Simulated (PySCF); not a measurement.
Computed shifts of a molecule CH10O2Si3, B3LYP/pcSseg-1 (PySCF), GIAO, gas phase, atoms alike by connectivity averaged where their shifts nearly agree, in ppm (number of nuclei): ¹³C: 3.6 (1). ²⁹Si: -5.1 (1), -12.4 (1), -111.1 (1). ¹H: 5.75 (1), 5.30 (1), 3.70 (3), 0.76 (3), 0.36 (1), -0.06 (1). References: ¹³C against TMS (σ = 181.3 ppm); ²⁹Si against TMS (σ = 338.7 ppm); ¹⁷O against H2O (σ = 333.8 ppm); ¹H against TMS (σ = 31.68 ppm), references at their B3LYP-D3(BJ)/def2-TZVP geometries, non-relativistic. Geometry optimised at ωB97X-D3(BJ)/def2-SVP. One conformer was computed; it need not be the lowest.

Q: Pick the molecule that these values belong to.
A) CO[SiH2][SiH2][SiH2]O
B) C[Si@@](O)([SiH3])O[SiH3]
C) C[Si@@H](O)[Si@H](O)[SiH3]
D) O[SiH2][SiH2][C@H](O)[SiH3]

A: C, C[Si@@H](O)[Si@H](O)[SiH3]
